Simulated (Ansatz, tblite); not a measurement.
Removing and adding an electron: `Cc1csc(-c2sc(-c3sc(-c4sc(-c5sc(-c6sc(-c7sccc7C)cc6C)cc5C)cc4C)cc3C)cc2C)c1`. Charge 0, multiplicity 1. Geometry: PBE-D4/def2-SVP. Ansatz, gas phase; energy differences of separate SCF runs; the oxidised species was run as a doublet alone; the reduced species was run as a doublet alone.

Cartesian coordinates in Å:
```
C 9.767 4.355 0.991
C 8.321 3.982 0.816
C 7.820 3.259 -0.254
S 6.111 3.009 -0.144
C 6.024 3.868 1.385
C 4.756 4.013 2.067
S 3.499 2.818 1.820
C 2.375 3.675 2.857
C 1.041 3.164 3.059
S 0.321 2.120 1.849
C -1.142 1.907 2.792
C -2.202 1.060 2.303
S -1.842 -0.174 1.110
C -3.518 -0.675 1.009
C -3.908 -1.723 0.098
S -2.913 -2.060 -1.306
C -3.947 -3.381 -1.817
C -3.617 -4.146 -2.994
S -1.957 -4.194 -3.551
C -2.363 -5.199 -4.928
C -1.375 -5.648 -5.881
S -1.866 -6.786 -7.126
C -0.281 -6.819 -7.813
C 0.587 -6.002 -7.118
C -0.015 -5.326 -6.011
C 0.738 -4.388 -5.112
C -3.731 -5.478 -4.913
C -4.453 -4.896 -3.839
C -5.936 -5.045 -3.662
C -5.025 -3.504 -0.938
C -5.018 -2.582 0.144
C -6.062 -2.573 1.224
C -4.290 0.074 1.900
C -3.567 1.053 2.635
C -4.216 1.990 3.613
C -1.058 2.654 3.969
C 0.161 3.366 4.135
C 0.470 4.197 5.348
C 2.990 4.812 3.384
C 4.329 5.017 2.949
C 5.158 6.199 3.363
C 7.290 4.324 1.747
H 10.174 3.956 1.944
H 10.391 3.962 0.166
H 9.899 5.457 1.021
H 8.375 2.860 -1.112
H -0.079 -7.443 -8.691
H 1.645 -5.879 -7.389
H 0.264 -3.385 -5.067
H 0.786 -4.763 -4.067
H 1.778 -4.255 -5.467
H -4.213 -6.089 -5.690
H -6.413 -5.378 -4.604
H -6.187 -5.798 -2.883
H -6.407 -4.090 -3.354
H -5.787 -4.287 -1.039
H -5.610 -2.420 2.225
H -6.806 -1.762 1.076
H -6.620 -3.530 1.239
H -5.377 -0.042 1.987
H -3.846 3.028 3.489
H -4.013 1.696 4.665
H -5.315 1.996 3.481
H -1.844 2.651 4.734
H 0.346 5.283 5.149
H -0.208 3.939 6.184
H 1.514 4.047 5.688
H 2.467 5.523 4.034
H 5.865 5.943 4.182
H 5.766 6.584 2.520
H 4.515 7.021 3.732
H 7.483 4.858 2.686
```

The xTB rows come from tblite. Single mean-field runs in def2-SVP are fitted with def2-universal-jkfit.

| level | −HOMO (eV) | vertical IE (eV) | −LUMO (eV) | vertical EA (eV) | HOMO–LUMO gap (eV) | IE − EA (eV) |
| --- | --- | --- | --- | --- | --- | --- |
| GFN1-xTB | 10.01 | 11.31 | 8.49 | 7.17 | 1.52 | 4.13 |
| PBE0-D4/def2-SVP | 4.95 | 5.85 | 2.10 | 1.28 | 2.85 | 4.57 |

**Question.** Estimate the rows for GFN2-xTB, PBE-D4/def2-SVP.

**Answer.** 
| level | −HOMO (eV) | vertical IE (eV) | −LUMO (eV) | vertical EA (eV) | HOMO–LUMO gap (eV) | IE − EA (eV) |
| --- | --- | --- | --- | --- | --- | --- |
| GFN2-xTB | 9.28 | 10.56 | 7.79 | 6.52 | 1.49 | 4.05 |
| PBE-D4/def2-SVP | 4.19 | 5.50 | 2.59 | 1.39 | 1.60 | 4.12 |

 Raw xTB energy differences between charge states are shifted by several eV; the methods need an empirical correction for them. Sets without diffuse functions give affinities that are too small.
